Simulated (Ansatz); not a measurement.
`C#C[SiH2][AlH][SiH3]` + `BO[SiH2]N` → `BO[SiH](N)[SiH3]` + `C#C[SiH2][AlH2]`  (formal exchange of groups at the Si–Al bond)

Computed with Ansatz on PBE0-D4/def2-TZVP structures; ΔE is electronic, products minus reactants. CCSD(T)/CBS adds triple-zeta CCSD(T) − MP2 to the extrapolated MP2 energy (def2 sets, frozen cores). Functionals use def2-TZVPP. B3LYP here is the variant with VWN-RPA as its local correlation; programs differ in this. One conformer a species, not always the lowest.

`C#C[SiH2][AlH][SiH3]`:

Cartesian coordinates in Å:
```
C 1.747 -0.450 -0.751
C 0.880 -1.326 -0.830
Si -0.704 -2.034 -0.212
Al 0.256 -0.085 0.953
Si -0.747 2.038 0.281
H 2.619 0.134 -0.958
H -0.477 -3.441 0.198
H -1.714 -1.944 -1.293
H 1.077 -0.438 2.262
H 0.239 3.159 0.240
H -1.332 1.923 -1.087
H -1.844 2.463 1.198
```

`BO[SiH2]N`:

Cartesian coordinates in Å:
```
B -1.384 -0.806 -1.283
O -0.416 0.070 -0.962
Si 0.103 0.673 0.501
N 1.680 0.209 0.927
H -2.062 -1.301 -0.419
H -1.546 -1.077 -2.440
H -0.826 0.174 1.544
H 0.082 2.143 0.343
H 2.488 0.616 0.486
H 1.880 -0.702 1.303
```

`BO[SiH](N)[SiH3]`:

```xyz
13

B     0.351    2.191    0.531
O     1.010    1.039    0.741
Si    0.591   -0.549    0.424
N     1.485   -1.247   -0.847
Si   -1.687   -0.700   -0.118
H     0.888    3.222    0.829
H    -0.755    2.179    0.049
H     0.958   -1.279    1.661
H     2.440   -1.544   -0.722
H     1.279   -1.052   -1.812
H    -1.937   -0.163   -1.484
H    -2.082   -2.134   -0.102
H    -2.541    0.038    0.850
```

`C#C[SiH2][AlH2]`:

```xyz
9

C     2.158   -1.010   -0.554
C     1.357   -0.125   -0.366
Si    0.031    1.098   -0.045
Al   -1.863   -0.361    0.520
H     2.879   -1.776   -0.726
H    -0.149    1.920   -1.273
H     0.485    1.998    1.051
H    -2.088   -0.828    2.020
H    -2.809   -0.916   -0.628
```

```csv
level,ΔE (kJ/mol),difference from CCSD(T)/CBS
PBE-D4,45.8,14.4
r2SCAN-D4,48.9,17.5
PBE0-D4,42.6,11.2
B3LYP-D4,25.5,-5.9
ωB97X-V,26.8,-4.6
ωB97M-V,35.6,4.2
B2PLYP,27.7,-3.7
PBE,45.2,13.8
r2SCAN,48.8,17.4
PBE0,42.1,10.7
B3LYP,24.4,-7.0
HF/def2-TZVPP,-2.4,-33.8
MP2/def2-TZVPP,36.4,5.0
SCS-MP2/def2-TZVPP,26.2,-5.2
CCSD/def2-TZVPP,25.0,-6.4
CCSD(T)/def2-TZVPP,32.6,1.2
HF/def2-QZVPP,-2.2,-33.6
MP2/def2-QZVPP,35.8,4.4
SCS-MP2/def2-QZVPP,25.2,-6.2
HF/CBS(def2),-2.2,-33.6
MP2/CBS(def2),35.2,3.8
CCSD/CBS(def2),23.8,-7.6
CCSD(T)/CBS,31.4,0
```

Largest T1 diagnostic among the species: 0.015.

In def2-TZVPP, CCSD(T) changes the Hartree–Fock value by +35.1 kJ/mol (the triples alone add +7.6 kJ/mol) and MP2 by +38.8 kJ/mol. From PBE to PBE0 (25 % exact exchange), in def2-TZVPP and without D4, ΔE moves by −3.1 kJ/mol.
